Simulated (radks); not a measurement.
Values are calculated unless marked as measured or tabulated.
Ionisation of neutral samarium, [Xe] 4f6 6s2, to Sm+, [Xe] 4f6 6s1, under several functionals. Scalar-relativistic Kohn-Sham, spin-polarised, spherical densities, point nucleus; open shells are filled with parallel spins first (spin-orbit coupling, left out, can overturn this in heavy ions); a radial shooting solver on a logarithmic mesh with Libxc functionals.

[
 {"functional": "XLYP", "E(Sm) (hartree)": "-10428.9539", "Exc (hartree)": "-237.0430", "IE (eV)": "5.647", "-e(HOMO) (eV)": "3.328", "<r> HOMO (bohr)": "4.394", "IE error (eV)": "+0.004"},
 {"functional": "LDA (Slater exchange, VWN5 correlation)", "E(Sm) (hartree)": "-10420.2335", "Exc (hartree)": "-228.3057", "IE (eV)": "5.773", "-e(HOMO) (eV)": "3.569", "<r> HOMO (bohr)": "4.349", "IE error (eV)": "+0.129"},
 {"functional": "BP86", "E(Sm) (hartree)": "-10428.9615", "Exc (hartree)": "-237.0598", "IE (eV)": "5.711", "-e(HOMO) (eV)": "3.571", "<r> HOMO (bohr)": "4.382", "IE error (eV)": "+0.067"},
 {"functional": "Wu-Cohen GGA", "E(Sm) (hartree)": "-10426.5001", "Exc (hartree)": "-234.5900", "IE (eV)": "5.465", "-e(HOMO) (eV)": "3.448", "<r> HOMO (bohr)": "4.388", "IE error (eV)": "-0.178"}
]

NIST Atomic Spectra Database: 5.644 eV (measured). Closest: XLYP. The Delta-SCF values span 0.31 eV, the total energies 8.73 hartree. The highest occupied level is 6s. Open shells are spherical and high-spin; term and fine-structure splittings are not resolved. Spin-orbit splitting is averaged out at the scalar-relativistic level.
